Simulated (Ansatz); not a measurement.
Basis sets compared for Nb(NH)Cl3 (NbNCl₃H). Charge 0, multiplicity 1. Geometry PBE0-D4/def2-SVP. Ansatz on 4 threads of Arm Neoverse V1 on a shared host; times are rough, and most runs start from earlier orbitals.

```xyz
6

Nb   -0.2317   -0.2806   -0.1898
N     0.7388    0.8949    0.6053
H     1.3127    1.5900    1.0755
Cl    0.2410   -0.1290   -2.4270
Cl   -2.4159    0.2453    0.2623
Cl    0.3551   -2.3206    0.6738
```

In the def2 sets Nb takes a core potential; there is no spin–orbit coupling.

Binding counts from free atoms (Nb sextet, N quartet, H doublet, Cl doublet) in the same basis, without a counterpoise term.

| level | functions | energy (Eh) | HOMO (eV) | LUMO (eV) | binding per atom (eV) | wall time |
| --- | --- | --- | --- | --- | --- | --- |
| PBE-D4/def2-SVP | 104 | -1492.1028 | -7.38 | -3.42 | 4.19 | 1.2 s |
| PBE0-D4/def2-SVP | 104 | -1492.1664 | -8.81 | -2.75 | 3.93 | 1.8 s |

Q: Estimate the rows for PBE-D4/def2-TZVP, PBE0-D4/def2-TZVP (with forces).

A: 
```tsv
level	functions	energy (Eh)	HOMO (eV)	LUMO (eV)	binding per atom (eV)	wall time
PBE-D4/def2-TZVP	188	-1492.6560	-7.48	-3.58	4.13	2 s
PBE0-D4/def2-TZVP (with forces)	188	-1492.7151	-8.85	-2.85	3.89	4.4 s
```
